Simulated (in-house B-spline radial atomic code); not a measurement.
A calculation on Ge8+: its settings, and results tabulated from the run. All numbers are computed (scalar-relativistic (X2C) LDA VWN5, spin-polarised, spherical fractional occupations; Fermi nucleus of rms radius 4.0742 fm) with an all-electron radial atomic-structure program (B-spline basis), not measured.

Command:
```bash
python run_scf.py task.json out
```
Settings (nuclear radius in fm, mass in u):
```
Z                32
configuration    [Ar] 3d6
hamiltonian      x2c
method           lda,vwn
spin_polarised   True
nucleus          fermi
rms_radius       4.0742
atomic_mass      73.92118
speed_of_light   137.035999084
```

Output (hartree, bohr):
```
 radial grid: 64 intervals, B-splines of order 8, outer radius 7.931 bohr

 iter        energy (Eh)    residual
    1       -2046.950727    1.28e+00
    2       -2064.850604    8.16e-01
    3       -2071.507546    2.28e-01
    4       -2072.070776    5.23e-02
    5       -2072.092027    3.13e-02
    6       -2072.103591    1.29e-03
    7       -2072.103607    3.44e-05
    8       -2072.103607    1.10e-06
    9       -2072.103607    5.89e-08

 total energy                     -2072.10361
 kinetic                            2115.7480
 electron-nucleus                  -4845.0767
 Hartree                             728.4070
 exchange-correlation                -71.1818

 orbital      occ     eigenvalue          <r>       <r^2>       <1/r>       r_max
 1s up      1.000      -408.3877    0.0466889  0.00294552     32.9739     0.03034
 1s down    1.000      -408.3852    0.0466879  0.00294536     32.9743     0.03034
 2s up      1.000       -57.1949     0.210129   0.0521289     7.19741      0.1764
 2s down    1.000       -57.0332      0.20981   0.0519667     7.21007      0.1762
 2p up      3.000       -50.8874     0.183823   0.0414074     6.96932      0.1412
 2p down    3.000       -50.7632     0.183464   0.0412353      6.9805       0.141
 3s up      1.000       -12.4945     0.598663    0.410734     2.40926      0.5328
 3s down    1.000       -12.2522      0.60145    0.414702     2.39452       0.534
 3p up      3.000       -10.5327     0.606894    0.428654     2.26976      0.5285
 3p down    3.000       -10.2929      0.61073    0.434317     2.25316      0.5301
 3d up      5.000        -7.3219     0.604433    0.439601     2.04649      0.4669
 3d down    1.000        -7.0703     0.612449    0.452591      2.0264      0.4703
```

Time taken, with all properties: 0.37 s on 1 thread of Arm Neoverse V1, on a shared host.

One-electron X2C: radii and densities carry no picture-change correction, so inner-shell <1/r> comes out high (for 1s by about 2 % at Z = 33, 5 % at 54, 10 % at 75, 30 % at 118) and <r> low.
